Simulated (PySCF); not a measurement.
Species: C₆H₁₂GeSi.
SMILES with atom numbers: `[CH:1]#[C:2][C@@H:3]([GeH3:4])[SiH2:5][C:6](=[CH2:7])[CH3:8]` (hydrogens: H9 on C1; H10 on C3; H11, H12, H13 on Ge4; H14, H15 on Si5; H16, H17 on C7; H18, H19, H20 on C8)

Geometry (PBE0-D3(BJ)/def2-SVP, Å), atoms numbered from 1 in this order:
```xyz
20
C6H12GeSi angstrom
C     -3.2085   -1.7745   -1.8794
C     -2.4513   -0.9794   -1.3616
C     -1.5154   -0.0757   -0.7332
Ge    -1.5440   -0.3269    1.2290
Si     0.2069   -0.3069   -1.5174
C      1.4847    0.8254   -0.7230
C      1.6820    2.0406   -1.2552
C      2.2464    0.3494    0.4816
H     -3.8811   -2.4720   -2.3418
H     -1.8111    0.9736   -0.9120
H     -3.0030   -0.3148    1.7127
H     -0.8843   -1.6723    1.5785
H     -0.7633    0.8210    1.8964
H      0.0881    0.0112   -2.9719
H      0.6051   -1.7364   -1.3383
H      1.1453    2.3793   -2.1478
H      2.3988    2.7495   -0.8215
H      1.5727    0.0511    1.3018
H      2.9253    1.1257    0.8672
H      2.8471   -0.5426    0.2380
```

Theory: PBE0-D3(BJ)/def2-SVP geometry optimisation, gas phase in PySCF 2.14.0.

Masses are those of the commonest isotopes; rigid-rotor values at the optimised geometry. The values belong to one conformer with, in the numbering `[CH:1]#[C:2][C@@H:3]([GeH3:4])[SiH2:5][C:6](=[CH2:7])[CH3:8]`, C2–C3–Si5–C6 -179°, C3–Si5–C6–C7 -91°.

What are A, B and C (MHz)?

Ia = 348.54, Ib = 641.07, Ic = 890.67 u·Å²; 505379 MHz·u·Å²/I gives A = 1450, B = 788.3, C = 567.4 MHz.

Classify the top.

An asymmetric top; Ray's κ = -0.499.

What does the inertial defect say?

Not planar: Δ = Ic − Ia − Ib = -98.94 u·Å². For a rigid frame Δ = −2 Σ m c², so Σ m c² = 49.47 u·Å² lies off the ab plane: 18.79 from hydrogen and 30.68 from heavier atoms. The atom farthest from that plane is 1.90 Å away.

Give the other two planar moments, Paa and Pbb, and the rms extents of the mass along the axes.

Paa = Σ m a² = (Ib + Ic − Ia)/2 = 591.60 and Pbb = Σ m b² = (Ia + Ic − Ib)/2 = 299.07 u·Å². With the mass M = 185.99 u, the rms extents √(P/M) along a, b and c are 1.78, 1.27, 0.52 Å.

Predict some low-J microwave lines.

The dipole components are |μa| = 0.86 D, |μb| = 0.79 D, |μc| = 0.35 D. The squared components, which scale the intensities, stand as 1.00 : 0.84 : 0.17 (a : b : c). Some lines, for components of 0.1 D or more:

| type | branch | J(Ka,Kc) | MHz | lower level (cm⁻¹) |
| --- | --- | --- | --- | --- |
| c | Q | 2(1,2) ← 2(0,2) | 487 | 0.134 |
| a | Q | 4(2,2) ← 4(2,3) | 599 | 0.554 |
| b | Q | 1(1,0) ← 1(0,1) | 883 | 0.045 |
| a | R | 1(0,1) ← 0(0,0) | 1356 | 0.000 |
| b | Q | 3(1,2) ← 3(0,3) | 1623 | 0.264 |
| c | Q | 3(2,2) ← 3(1,2) | 1687 | 0.318 |
| b | Q | 4(2,2) ← 4(1,3) | 1921 | 0.510 |
| a | Q | 4(1,3) ← 4(1,4) | 2166 | 0.438 |
| c | R | 1(1,0) ← 0(0,0) | 2238 | 0.000 |
| b | Q | 2(2,1) ← 2(1,2) | 2648 | 0.150 |
| b | Q | 3(3,0) ← 3(2,1) | 3672 | 0.382 |
| a | R | 3(1,3) ← 2(1,2) | 3709 | 0.150 |
| c | R | 2(1,1) ← 1(0,1) | 3815 | 0.045 |
| b | Q | 4(3,2) ← 4(2,3) | 4001 | 0.554 |
| b | R | 3(1,3) ← 2(0,2) | 4197 | 0.134 |
| c | R | 2(2,1) ← 1(1,1) | 5138 | 0.067 |
| c | Q | 4(4,1) ← 4(3,1) | 5294 | 0.689 |
| a | R | 4(3,2) ← 3(3,1) | 5500 | 0.504 |
| c | R | 3(1,2) ← 2(0,2) | 5516 | 0.134 |
| b | R | 4(2,3) ← 3(1,2) | 7073 | 0.318 |
| c | R | 4(1,3) ← 3(0,3) | 7374 | 0.264 |
| b | R | 3(3,0) ← 2(2,1) | 7961 | 0.239 |

Estimate the classical rotational partition function at 10 K, 25 K and 298.15 K.

Point group C1, symmetry number σ = 1; q = (√π/σ)·√((kT/h)³/(ABC)), k/h = 20836.6 MHz/K: 6620 at 10 K, 26200 at 25 K, 1080000 at 298.15 K.

No PBE0-D3(BJ)/def2-SVP frequencies stand behind this structure, so it isn't proved a minimum. Constants of a rigid frame at the computed geometry: no zero-point averaging, no centrifugal distortion. A rigid rotor knows nothing of internal rotation, which can split or shift real lines.
